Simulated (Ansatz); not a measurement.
Two isomers of C4H7I: A = `C/C=C(\C)I`, B = `CC1(I)CC1`.

Program: Ansatz. Geometries: PBE0-D4/def2-TZVP. ΔE: electronic, gas phase. CCSD(T)/CBS adds triple-zeta CCSD(T) − MP2 to the extrapolated MP2 energy (def2 sets, frozen cores). Functionals use def2-TZVPP. B3LYP here is the variant with VWN-RPA as its local correlation; programs differ in this. Elements past krypton have def2 core potentials. For I outer-core shells are correlated without core-valence functions, which leaves a few kJ/mol of doubt a bond.

Q: Which isomer does CCSD(T)/CBS put lower? Give the gap. (Estimate.)

A: The calculation gave: A, by 7.6 kcal/mol.

Q: Give E(B) − E(A) in kcal/mol with PBE-D4, B3LYP, B2PLYP, HF/def2-TZVPP, MP2/def2-TZVPP, B3LYP-D4, ωB97M-V. (Best estimate.)

A: Computed: PBE-D4 7.2, B3LYP 10.5, B2PLYP 9.0, HF/def2-TZVPP 9.4, MP2/def2-TZVPP 5.0, B3LYP-D4 9.9, ωB97M-V 6.1. None reverses the order clearly.

Largest T1 diagnostic: 0.009.

In def2-TZVPP, CCSD(T) changes the Hartree–Fock value by −2.0 kcal/mol (the triples alone add +0.4 kcal/mol) and MP2 by −4.4 kcal/mol. From PBE to PBE0 (25 % exact exchange), in def2-TZVPP and without D4, E(B) − E(A) moves by −2.0 kcal/mol.
